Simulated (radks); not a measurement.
Values are calculated unless marked as measured or tabulated.
Valence configurations of F+ (all share [He]). Level of theory: scalar-relativistic Kohn-Sham, PBE, spin-unpolarised, spherical densities, point nucleus (a radial shooting solver on a logarithmic mesh with Libxc functionals). Energies are relative to 2s2 2p4; eigenvalues in eV.

| valence | E (eV) | e(2p) | e(2s) |
|---|---|---|---|
| 2s2 2p4 | 0.000 | -28.309 | -47.388 |
| 2p6 | 38.251 | -28.569 | - |
| 2s1 2p5 | 19.102 | -28.432 | -47.558 |
| 2s1.5 2p4.5 | 9.545 | -28.369 | -47.471 |
| 2s0.5 2p5.5 | 28.671 | -28.499 | -47.648 |

NIST lists [He] 2s2 2p4 as the ground configuration; this level of theory agrees among the configurations tried. The energies are those of spherical spin-averaged densities, not of single terms.
